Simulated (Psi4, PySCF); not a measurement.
Input for PySCF:
```python
from pyscf import gto, scf, dft

mol = gto.Mole()
mol.atom = '''
    Pt    0.000000    0.000000    0.000000
'''
mol.basis = 'def2-svp'
mol.ecp = {'Pt': 'def2-svp'}
mol.charge = 0
mol.spin = 2
mol.verbose = 4
mol.build()

mf = dft.UKS(mol)
mf.xc = 'b97m_v'
mf.grids.atom_grid = (99, 590)
mf.grids.prune = None
mf.kernel()
```

**Question.** Convert this to an input for Psi4.

**Answer.** One answer among several that fit: 
```
memory 2 GB

molecule mol {
0 3
Pt    0.000000    0.000000    0.000000
}

set {
  basis def2-svp
  reference uks
  scf_type pk
  puream true
  d_convergence 1e-8
  dft_radial_points 99
  dft_spherical_points 590
}

energy('b97m-v')
print_variables()
```

Both were run: PySCF gave -119.237994 Eh and Psi4 -119.237903 Eh, 0.090 mEh apart.
